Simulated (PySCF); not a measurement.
**Cost against result**

Saddle point of GaH₃S, closed shell (GaH₃S ([SH][GaH2]) → GaH + H₂S; bonds formed: S2–H3; bonds broken: Ga1–S2, Ga1–H3), PBE0-D4/def2-TZVP structure:

Ga1  (-0.468, -0.815, 0.812)
S2  (0.308, 0.782, -1.030)
H3  (0.952, -0.479, 0.065)
H4  (-1.999, -0.915, 0.424)
H5  (1.208, 1.427, -0.271)
(Å)

Barriers are electronic and count from the start structure reached by relaxing down the imaginary mode.

Computed with PySCF 2.14 with density fitting (its default auxiliary sets; JK sets also for MP2 and CCSD(T)) (basis: as named in each row); correlated methods freeze the cores. Filled d shells of the heavier atoms are correlated. The def2 sets are not built for correlating such inner shells, so the correlated values are less sure here. B3LYP uses VWN-RPA correlation. Extrapolation: Hartree–Fock as exp(−7.88 √X), correlation as X^−2.97.

Times are rough, for one single point on 4 threads of a shared host (Arm Neoverse V2).

The estimate by CCSD(T) at an estimated basis limit (MP2 extrapolated from triple and quadruple zeta, plus CCSD(T) − MP2 in triple zeta) is 57.81 kcal/mol.

```json
{"method": "HF", "basis": "STO-3G", "time (s)": "under 1", "barrier (kcal/mol)": "105.55", "method less estimate": "47.74"}
{"method": "B3LYP-D4", "basis": "6-31G", "time (s)": "2", "barrier (kcal/mol)": "56.00", "method less estimate": "-1.81"}
{"method": "PBE0-D4", "basis": "def2-SVP", "time (s)": "2", "barrier (kcal/mol)": "56.63", "method less estimate": "-1.19"}
{"method": "PBE-D4", "basis": "def2-SVP", "time (s)": "2", "barrier (kcal/mol)": "48.84", "method less estimate": "-8.98"}
{"method": "MP2", "basis": "def2-QZVPP", "time (s)": "3", "barrier (kcal/mol)": "59.98", "method less estimate": "2.16"}
{"method": "SPW92", "basis": "def2-TZVPP", "time (s)": "3", "barrier (kcal/mol)": "47.55", "method less estimate": "-10.26"}
{"method": "CCSD(T)", "basis": "def2-SVP", "time (s)": "4", "barrier (kcal/mol)": "61.90", "method less estimate": "4.08"}
{"method": "PBE0-D4", "basis": "def2-TZVPP", "time (s)": "4", "barrier (kcal/mol)": "55.96", "method less estimate": "-1.85"}
{"method": "BHLYP-D4", "basis": "def2-TZVPP", "time (s)": "4", "barrier (kcal/mol)": "63.10", "method less estimate": "5.29"}
{"method": "B3LYP-D4", "basis": "def2-TZVPP", "time (s)": "4", "barrier (kcal/mol)": "54.21", "method less estimate": "-3.60"}
{"method": "PBE-D4", "basis": "def2-TZVPP", "time (s)": "5", "barrier (kcal/mol)": "48.46", "method less estimate": "-9.35"}
{"method": "r2SCAN-D4", "basis": "def2-TZVPP", "time (s)": "9", "barrier (kcal/mol)": "54.29", "method less estimate": "-3.52"}
{"method": "wB97M-V", "basis": "def2-TZVPP", "time (s)": "61", "barrier (kcal/mol)": "60.63", "method less estimate": "2.82"}
{"method": "CCSD(T)", "basis": "def2-TZVPP", "time (s)": "61", "barrier (kcal/mol)": "60.07", "method less estimate": "2.26"}
```

All methods are single points on the PBE0-D4 structures.

T1 diagnostic: at most 0.017. The restricted Hartree–Fock reference is unstable towards an unrestricted one at one or more of these structures.

Labels in which every atom is bracketed show which atoms are joined, not bond orders.
